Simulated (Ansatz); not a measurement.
Cartesian coordinates in Å:
```
C -2.151 -2.418 -0.574
Al -0.996 -1.000 -1.185
F -0.836 -0.604 -2.784
O 0.730 -1.142 -0.544
C 1.387 -0.243 0.043
C 2.845 -0.631 0.327
F 2.875 -1.696 1.123
F 3.513 0.354 0.921
F 3.462 -0.932 -0.808
C 0.910 0.996 0.450
C -0.425 1.320 0.248
C -0.971 2.660 0.760
F -0.019 3.402 1.322
F -1.918 2.438 1.666
F -1.499 3.347 -0.246
O -1.292 0.602 -0.315
H -2.124 -2.530 0.514
H -3.191 -2.235 -0.859
H -1.864 -3.380 -1.009
H 1.565 1.690 0.949
```

Total charge 0; spin multiplicity 1.

(1) List the B3LYP/def2-TZVPP orbital energies in eV (the Gaussian-basis code of Ansatz). (Best estimate.)

Answers

(1) Computed: Occupied: -1524.62, -673.60, -673.60, -673.50, -673.50, -673.49, -673.49, -670.12, -522.59, -522.59, -284.72, -284.72, -281.34, -281.34, -278.46, -276.03, -112.56, -73.25, -73.19, -73.10, -37.06, -37.06, -34.61, -34.61, -34.54, -34.54, -31.04, -30.66, -30.46, -23.46, -21.82, -20.81, -19.09, -18.64, -18.36, -17.50, -17.37, -17.35, -17.33, -16.62, -16.13, -15.54, -14.47, -14.15, -14.01, -13.87, -13.82, -13.65, -13.17, -13.04, -12.95, -12.68, -12.43, -12.40, -12.30, -12.29, -12.21, -11.95, -11.04, -10.83, -10.72, -10.60, -10.60, -9.59, -8.80, -8.33. Lowest empty: -3.85, -0.27, 0.33, 1.22, 1.27, 1.63, 1.87, 2.22.

B3LYP here is the variant with VWN-RPA as its local correlation; programs differ in this.
